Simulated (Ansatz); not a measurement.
Correlation energies of C₂H₆ClFSSi₂, SMILES `C=C[SiH](F)S[SiH2]Cl` by basis set

Z-matrix (Å, degrees):
```
Si
C 1 1.842
S 1 2.132 2 112.3
F 1 1.599 2 107.4 3 121.2
H 1 1.479 2 114.3 3 -119.2
C 2 1.331 1 122.2 3 -120.5
H 2 1.088 1 118.6 3 58.3
Si 3 2.126 1 99.6 2 43.4
H 6 1.086 2 121.6 1 -0.5
H 6 1.086 2 121.9 1 179.3
Cl 8 2.054 3 112.1 1 -86.6
H 8 1.478 3 111.2 1 34.0
H 8 1.478 3 106.4 1 156.3
```

Charge 0, multiplicity 1. All single points use the PBE0-D4/def2-TZVP geometry. It is one conformer, not always the lowest. Frozen core, restricted reference, Ansatz 0.2.0. CBS rows extrapolate triple and quadruple zeta; past MP2 they add the triple-zeta difference.

```
     basis      HF (Eh)  MP2 corr.  CCSD corr.    (T)  CCSD(T) total
def2-TZVPP  -1613.85688          ?    -1.24051      ?              ?
def2-QZVPP  -1613.90710   -1.27235           –      –              –
 CBS(def2)  -1613.91402          ?           ?  as TZ              ?
```

**Question.** Fill in the withheld values. (Estimate.)

**Answer.** Ansatz gave: def2-TZVPP MP2 corr.: -1.17189; def2-TZVPP (T): -0.05256; def2-TZVPP CCSD(T) total: -1615.14995; CBS(def2) MP2 corr.: -1.34675; CBS(def2) CCSD corr.: -1.41537; CBS(def2) CCSD(T) total: -1615.38195.
